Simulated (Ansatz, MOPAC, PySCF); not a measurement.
Lewis adduct: AlH3 (SMILES [AlH3]) (first 4 atoms) with H2S (SMILES S); geometry from B3LYP-D3(BJ)/def2-TZVP.
(charge 0, multiplicity 1):
| atom | x (Å) | y (Å) | z (Å) |
|---|---|---|---|
| Al | -0.2520 | -0.1264 | 0.4923 |
| H | -1.0017 | -1.4932 | 0.8004 |
| H | -1.1170 | 1.1968 | 0.3387 |
| H | 1.1968 | -0.1837 | -0.1560 |
| S | 0.5777 | 0.4083 | 2.8718 |
| H | 1.0835 | -0.8003 | 3.1740 |
| H | -0.5693 | 0.1725 | 3.5329 |

Counterpoise-corrected where a basis set is named; no monomer relaxation.

Rows in 6-31G* carry no dispersion term and start afresh at each structure (6-31G* with six Cartesian d functions). The state reached by PM7 isn't checked; PM7 holds dispersion and hydrogen-bond terms.

Programs: Ansatz (Gaussian orbitals); MOPAC for PM7 (differences of heats of formation); PySCF for 6-31G* rows. 

### Question
One of these levels gives -34.22 kcal/mol for the interaction energy. Which?
(A) B3LYP/6-31G*
(B) CAM-B3LYP/def2-TZVPPD
(C) PM7
(D) PBE/def2-TZVPPD

### Answer
C, PM7. The others give -15.57 (PBE/def2-TZVPPD), -12.57 (B3LYP/6-31G*), -13.69 (CAM-B3LYP/def2-TZVPPD)

Ansatz is an electronic-structure program.
